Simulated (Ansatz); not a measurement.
System: 2,3-dihydro-1,4-diselenine, C₄H₆Se₂, charge 0, multiplicity 1. 
Geometry from a B3LYP-D3(BJ)/def2-TZVP (Ansatz, an electronic-structure program) optimisation:
SMILES: C1=C[Se]CC[Se]1
```xyz
12

C      1.6141    -0.1618    -0.2022
C      1.2598     0.9325     0.4645
Se    -0.4758     1.5664     0.9148
C     -1.5679     0.3615    -0.1948
C     -1.1884    -1.1007    -0.0567
Se     0.5272    -1.5526    -0.9102
H      2.6638    -0.3487    -0.3940
H      2.0283     1.6069     0.8223
H     -2.5837     0.5290     0.1660
H     -1.5062     0.6931    -1.2282
H     -1.9092    -1.7338    -0.5760
H     -1.1458    -1.4042     0.9861
```
Charge 0, spin multiplicity 1.

Total electronic energies in hartree. Valence correlation only, unless marked. Spin-orbit coupling is left out. The frozen core is the preceding noble-gas configuration, with the filled d and f shells of earlier blocks. Non-relativistic. CBS(X,Y): correlation extrapolated as X^-3; Hartree-Fock from the larger set.

```
level                                program  energy (Eh)
----------------------------  --------------  -----------
PBE0/def2-TZVP                        Ansatz  -4958.41673
PBE0/def2-TZVPD                       Ansatz  -4958.41819
CAM-B3LYP-D4/def2-TZVPD       Ansatz + dftd4  -4959.33788
LC-wPBE-D3(BJ)/def2-TZVPD     Ansatz + dftd3  -4958.41924
wB97M-V/def2-TZVPD                    Ansatz  -4958.83148
RI-MP2/aug-cc-pVQZ                    Ansatz  -4955.82007
SCS-MP2/cc-pVTZ                       Ansatz  -4955.71588
CCSD(T)/aug-cc-pVTZ                   Ansatz  -4955.84647
CCSD(T)/CBS(cc-pVTZ,cc-pVQZ)          Ansatz   -4955.9491
```

Totals of different functionals don't rank their quality; only differences between species are comparable.
